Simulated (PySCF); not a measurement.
Structure problem from calculated spectra and properties.

Elements present: C, F and H. Monoisotopic mass: 126.0845 u.

| Quantity | Value |
| --- | --- |
| Rotational structure | rotational constants A, B, C: 2.573, 1.071, 0.790 GHz [GFN2-xTB] |
| 13C NMR | chemical shifts (computed TMS as zero) by class: 147.2 (1 C), 140.0 (1 C), 128.9 (1 C), 123.7 (1 C), 89.0 (1 C), 37.2 (1 C), 17.9 (1 C), 17.6 (1 C) ppm [GIAO PBE0/pcSseg-1] |
| Dipole | 1.78 D [PBE0/pcSseg-1] |
| 1H NMR | chemical shifts (computed TMS as zero) by class: 6.19 (1 H), 6.05 (1 H), 5.68 (1 H), 2.96 (1 H), 2.85 (1 H), 2.00 (3 H), 1.81 (3 H) ppm [GIAO PBE0/pcSseg-1] |
| NMR, other nuclei | isotropic shieldings of nuclei other than C and H, by class: 374 (1 F) ppm [GIAO PBE0/pcSseg-1] |

Electronic properties: PySCF, gas phase, density fitting. Levels stand in brackets. Geometry: GFN2-xTB; no solvent, vibrations or thermal averaging. NMR classes are plain means over equivalent atoms (diastereotopic ones count apart unless rotation or inversion swaps them), as if these changed places fast.

Task: Which formula fits the mass and the elements?

Result: C8H11F (calculated 126.0845). No other formula that holds each of these elements comes within 0.0003 u with a fitting electron parity and a possible valence count.

Task: What is the compound? Reason from the data.

Result: Numbering: `[CH3:1]/[CH:2]=[C:3]1/[C:4](=[CH:5]/[CH3:6])[CH2:7][C@@H:8]1[F:9]`. Its formula, C8H11F, gives 3 degrees of unsaturation: 1 ring and 2 π bonds in the structure found. 8 carbons fall into 8 classes; from least to most shielded: fully substituted alkene carbon [C3] (147.2 ppm), fully substituted alkene carbon [C4] (140.0 ppm), alkene CH carbon [C2] (128.9 ppm), alkene CH carbon [C5] (123.7 ppm), sp3 C–F carbon [C8] (89.0 ppm), allylic carbon [C7] (37.2 ppm), allylic carbon [C1] (17.9 ppm), allylic carbon [C6] (17.6 ppm). Hydrogen classes from least to most shielded: 1 H on an alkene CH carbon, C2 (6.19 ppm), 1 H on an alkene CH carbon, C5 (6.05 ppm), 1 H on an sp3 C–F carbon, C8 (5.68 ppm), 1 H on an allylic carbon, C7 (2.96 ppm), 1 H on an allylic carbon, C7 (2.85 ppm), 3 H on an allylic carbon, C1 (2.00 ppm, a mean of values up to 0.5 ppm apart in this geometry), 3 H on an allylic carbon, C6 (1.81 ppm). The other shieldings belong to: 374 ppm, alkyl fluorine [F9]. The optimised geometry has point group C1 and is an asymmetric top. Structure: `C/C=C1/C(=C/C)C[C@@H]1F`. Computed isomers that give other values at the same levels: `C=C=C1CCC[C@H]1CF` (13C chemical shifts (computed TMS as zero) by class: 216.4 (1 C), 106.5 (1 C), 87.5 (1 C), 79.9 (1 C), 48.6 (1 C), 34.4 (1 C), 32.2 (1 C), 27.3 (1 C) ppm); `CC[C@@H]1[C@H]2C=C(F)C[C@H]21` (13C chemical shifts (computed TMS as zero) by class: 173.3 (1 C), 114.4 (1 C), 38.0 (1 C), 37.4 (1 C), 29.4 (1 C), 28.2 (1 C), 20.4 (1 C), 15.6 (1 C) ppm); `FCCC1C=CCC=C1` (13C chemical shifts (computed TMS as zero) by class: 135.6 (2 C), 132.8 (2 C), 85.9 (1 C), 37.7 (1 C), 35.9 (1 C), 31.0 (1 C) ppm). The assignments are read from this structure; whether some other isomer fits the data as well wasn't checked. The mirror image fits equally.
